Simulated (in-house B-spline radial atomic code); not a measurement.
**Binding energies in Sc**

NIST's tabulated ground configuration is [Ar] 3d1 4s2; each binding energy is the energy of the ion with one electron taken from that subshell, relaxed, less that of the parent. Method: Dirac-Hartree-Fock, average of configuration, Fermi nucleus of rms radius 3.5459 fm. Calculated with a radial B-spline atomic code at the basis-set limit. Energies include first-order Breit, QED and recoil terms.

| subshell | X-ray name | binding energy (eV) | -ε (eV) | relaxation (eV) |
| --- | --- | --- | --- | --- |
| 1s | K | 4500 | 4541.2 | 35.6 |
| 2s | L1 | 510.5 | 524.2 | 13.4 |
| 2p1/2 | L2 | 415 | 430.0 | 14.7 |
| 2p3/2 | L3 | 410.5 | 425.3 | 14.6 |
| 3s | M1 | 66.9 | 70.52 | 3.59 |
| 3p1/2 | M2 | 39.77 | 43.22 | 3.43 |
| 3p3/2 | M3 | 39.27 | 42.67 | 3.39 |
| 3d | M4,5 | 7.27 | 9.13 | 1.88 |
| 4s | N1 | 5.52 | 5.75 | 0.23 |

Relaxation = -ε minus the binding energy without Breit, QED and recoil terms.

Emission lines follow as differences of binding energies, with λ = 12398.42 eV·Å / E:

| line | holes | energy (eV) | wavelength (Å) |
| --- | --- | --- | --- |
| K-L3 | 1s → 2p3/2 | 4089.5 | 3.0318 |
| K-L2 | 1s → 2p1/2 | 4085.0 | 3.0351 |
| K-M3 | 1s → 3p3/2 | 4460.7 | 2.7795 |
| L1-M3 | 2s → 3p3/2 | 471.2 | 26.311 |
| L3-M1 | 2p3/2 → 3s | 343.6 | 36.084 |

Problem. What screening constant σ does Moseley's law, E = (3/4)·13.6057 eV·(Z - σ)², need for K-L3?

Solution. σ = 0.98.

Problem. What does it cost to remove both a 1s and a 3p3/2 electron?

Solution. 4559.1 eV, which is 19.82 eV more than the two single binding energies together.

Problem. What does it cost to remove both a 2p1/2 and a 4s electron?

Solution. 428.51 eV, which is 8.015 eV more than the two single binding energies together.

Problem. What does it cost to remove both a 2p3/2 and a 3d electron?

Solution. 434.16 eV, which is 16.42 eV more than the two single binding energies together.
